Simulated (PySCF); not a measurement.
**Ionisation energy of La⁴⁷⁺ by level of theory**

La⁴⁷⁺ [Ne] (1S) → La⁴⁸⁺ [He] 2s2 2p5 (2P), as a difference of total energies. All numbers are calculated (PySCF 2.14, the spin-free X2C one-electron Hamiltonian (Gaussian nucleus), in an even-tempered Gaussian basis (17 s from 24 bohr⁻², ratio 2.5; 11 p from 31 bohr⁻², ratio 2.5; 5 d from 130 bohr⁻², ratio 2.7; 4 f from 190 bohr⁻², ratio 2.7)). Correlated levels: nothing frozen; virtual orbitals above 40 to 60 times the deepest correlated orbital energy dropped. The calculations carry no spin-orbit coupling.

| method | ionisation energy (eV) |
| --- | --- |
| UHF | 8813.9 |
| MP2 (all electrons) | 8815.6 |
| SCS-MP2 (all electrons) | 8815.4 |
| CCSD (all electrons) | 8815.5 |
| CCSD(T) (all electrons) | 8815.5 |

A first-order spin-orbit estimate (lowest level to lowest level, LS coupling) adds -136.3 eV.

For this ion Breit and QED terms and the two-electron picture change, all absent here, outweigh the differences among the correlated methods.

For comparison: 8669 ± 4 eV (theoretical estimate listed by NIST; NIST Atomic Spectra Database, ionization energies).
